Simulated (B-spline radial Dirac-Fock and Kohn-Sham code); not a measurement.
# Two-hole binding energies of Cd⁺

System: the Cd⁺ ion in the configuration [Kr] 4d10 5s1, inside a Watson sphere of charge -1 and radius 2.7 Å (a model of the Madelung potential; inside it an electron's potential energy is raised by 5.3 eV).

The computed values come from a radial atomic solver: ΔSCF Dirac-Fock with Breit, self-energy and vacuum polarisation, finite nucleus, configuration average. U is the two-hole binding energy less the two single-hole energies, the effective repulsion of the holes after relaxation. Each two-hole energy is an average over J within one jj subconfiguration.

```
          holes  E(a) (eV)  E(b) (eV)  E(ab) (eV)  U (eV)
           1s⁻²    26722.1    26722.1     54203.2   759.0
   1s⁻¹ 3p3/2⁻¹    26722.1      631.1     27410.3    57.0
   1s⁻¹ 3d3/2⁻¹    26722.1      422.2     27196.7    52.3
   2s⁻¹ 2p1/2⁻¹     4036.3     3739.9      7888.6   112.4
   2s⁻¹ 2p3/2⁻¹     4036.3     3550.1      7696.0   109.5
2p1/2⁻¹ 2p3/2⁻¹     3739.9     3550.1      7425.2   135.2
   2s⁻¹ 3p3/2⁻¹     4036.3      631.1      4716.3    48.8
   2s⁻¹ 3d5/2⁻¹     4036.3      415.5           ?       ?
2p1/2⁻¹ 3p3/2⁻¹     3739.9      631.1      4421.7    50.7
2p1/2⁻¹ 3d3/2⁻¹     3739.9      422.2      4213.4    51.2
3p1/2⁻¹ 3p3/2⁻¹      665.8      631.1      1334.3    37.4
        3d5/2⁻²      415.5      415.5       872.6    41.6
        4d3/2⁻²      20.78      20.78       56.68    15.1
4d3/2⁻¹ 4d5/2⁻¹      20.78      20.09       56.17    15.3
```

Question: Give the missing two-hole energy and U.

Answer: E(ab) = 4503.9 eV and U = 52.1 eV.
